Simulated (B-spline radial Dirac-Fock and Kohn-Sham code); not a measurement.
**Magnetic form factor of the 3d shell of Nd⁴¹⁺**

System: the Nd⁴¹⁺ ion, configuration [Ar] 3d1.

Input of the calculation (task.json; shells as n, l, electrons):

```json
{"items": [{
  "Z": 60,
  "q": 41,
  "cfg": [[1, 0, 2], [2, 0, 2], [2, 1, 6], [3, 0, 2], [3, 1, 6], [3, 2, 1]],
  "A": 142,
  "rrms": 4.9123,
  "do": ["scatter"],
  "s": [0.0, 0.09, 0.1, 0.12, 0.15, 0.18, 0.21, 0.26, 0.31, 0.37, 0.44, 0.53, 0.64, 0.77, 0.93, 1.11, 1.34, 1.61, 1.93, 2.32, 2.79, 3.35, 4.02],
  "pz": [0, 0.1, 0.14, 0.2, 0.29, 0.41, 0.59, 0.85, 1.2, 1.7, 2.5, 3.5, 5.0, 7.1, 10.0, 15.0, 21.0, 30.0, 42.0, 60.0, 86.0],
  "hv_scatter": [1000, 2000, 8047.8, 20000, 100000, 200000, 500000, 1000000]
}]}
```

Launch: `python xray_run.py task.json out`

Model: Dirac-Fock densities. Program: a radial B-spline solver. ⟨j_K⟩ is the integral of the 3d radial density with the spherical Bessel function j_K(4πsr), s = sin θ/λ.

```
s (Å⁻¹)    ⟨j0⟩    ⟨j2⟩    ⟨j4⟩
      0  1.0000  0.0000  0.0000
   0.09  0.9969  0.0013  0.0000
    0.1  0.9961  0.0016  0.0000
   0.12  0.9944  0.0022  0.0000
   0.15  0.9913  0.0035  0.0000
   0.18  0.9875  0.0050  0.0000
   0.21  0.9830  0.0068  0.0000
   0.26  0.9740  0.0103  0.0000
   0.31  0.9633  0.0146  0.0001
   0.37  0.9481  0.0205  0.0002
   0.44  0.9274  0.0286  0.0003
   0.53  0.8964  0.0405  0.0007
   0.64  0.8526  0.0570  0.0015
   0.77  0.7938  0.0785  0.0029
   0.93  0.7138  0.1064  0.0058
   1.11  0.6182  0.1375  0.0106
   1.34  0.4949  0.1730  0.0196
```

Radial moments of the shell: ⟨r²⟩ = 0.05283, ⟨r⁴⟩ = 0.004658, ⟨r⁶⟩ = 0.0006181 in powers of bohr.
